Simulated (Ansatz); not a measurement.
**AgF: a line through the functionals**

The species is AgF (2 atoms), meant as a singlet with charge 0. SMILES: `[F][Ag]`. The shape is that of a PBE0-D4/def2-TZVP optimisation.

The electronic atomisation energy y, in eV, basis def2-TZVP with a core potential; a is the functional's share of exact exchange. Programs: Ansatz 0.2.0.

```
functional  program     a  y (eV)
      BLYP   Ansatz     0    3.43
    revPBE   Ansatz     0    3.31
     B3LYP   Ansatz   0.2    3.21
   r2SCAN0   Ansatz  0.25       ?
      PBE0   Ansatz  0.25    3.16
     BHLYP   Ansatz   0.5    2.83
```

Q: Fit y = c + s·a to the known rows and predict r2SCAN0.

A: 
1. Means of the 5 rows: a = 0.1900, y = 3.188.
2. Σ(Δa)² = 0.172, Σ(Δa·Δy) = -0.1816, so the slope is -0.1816/0.172 = -1.0558.
3. Intercept: 3.188 − (-1.0558) × 0.1900 = 3.389. The largest residual of the fit is 0.079.
4. r2SCAN0: 3.389 + (-1.0558) × 0.25 = 3.13 eV.

The run gave 3.04 eV, so the prediction is off by +0.09 eV, about the scatter of the fit. The rows mix families of semi-local functionals, which the line can't see. Spin-orbit coupling is left out.
